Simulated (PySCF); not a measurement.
**A survey of 31P NMR shifts**

Fast rotation and ring inversion assumed for equivalent nuclei, relativity neglected, isolated molecule, one computed conformer. GFN2-xTB geometry; PBE0/pcSseg-1 with gauge-including orbitals; PySCF.

Shieldings were converted by a linear fit to measured shifts: 31P (scatter 18.1 ppm rms vs H3PO4, solution or neat liquid). A few per cent of atoms miss by over 2 rms, more outside the fitted compound classes.

Question: Match the shifts 118.1, 17.0, -9.5, -77.4 ppm to `CC#C[P@](=O)(O)c1ccco1`, `O=[P@@H]1C[C@@H]1[SiH3]`, `C=Cc1pcoc1C(=O)OC`, `COc1[nH]ccp1`.

Answer: 118.1: C=Cc1pcoc1C(=O)OC (phosphorus bonded to 2 C, in a 5-membered ring); 17.0: COc1[nH]ccp1 (phosphorus bonded to 2 C, in a 5-membered ring); -9.5: CC#C[P@](=O)(O)c1ccco1 (phosphorus bonded to 2 C, 2 O); -77.4: O=[P@@H]1C[C@@H]1[SiH3] (phosphorus bonded to 2 C, O, H, in a 3-membered ring).
